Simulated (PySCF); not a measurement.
Dipole response of Sn (tin, neutral)

[Kr] 4d10 5s2 5p2, high-spin 3P determinant. All numbers are calculated (PySCF 2.14, scalar relativity by spin-free X2C-1e, in x2c-QZVPPall with one added diffuse shell each of s, p, d, f type (14s10p8d5f1g, 128 functions)). Coupled (time-dependent) response in atomic units; α is the mean over directions.

```
method  mean α (bohr³)         α xx, yy, zz  C₆ (like pair)  S(−4)
   UHF           57.17  47.06, 62.23, 62.23           638.3   1132
   PBE           62.11  48.40, 68.97, 68.97           682.2   1649
```

S(−4) is the Cauchy moment in α(ω) = α(0) + S(−4) ω² + …

Reference α: 53 ± 6 bohr³ (recommended; Schwerdtfeger and Nagle, table of static dipole polarizabilities (2023 update)). Published C₆: 659.0 (Chu and Dalgarno (2004); Tang, Norbeck and Certain (1976)).

Spin-orbit coupling is absent.

α(iu) at UHF:

| u (hartree) | α(iu) (bohr³) |
| --- | --- |
| 0 | 57.17 |
| 0.0500 | 54.52 |
| 0.100 | 48.20 |
| 0.200 | 34.25 |
| 0.300 | 24.15 |
| 0.500 | 13.47 |
| 0.750 | 7.963 |
| 1.00 | 5.460 |
| 1.50 | 3.239 |
| 2.00 | 2.237 |
| 3.00 | 1.295 |
| 5.00 | 0.6051 |

A single London oscillator, α(iu) = α/(1 + u²/ω²), gives C₆ = (3/4) ω α². Matching the computed C₆ needs ω = 4 × 638.3 / (3 × 57.17²) = 0.260 hartree.

The components differ because the open shell of this determinant is not spherical; for a pure term their mean is the scalar polarisability.
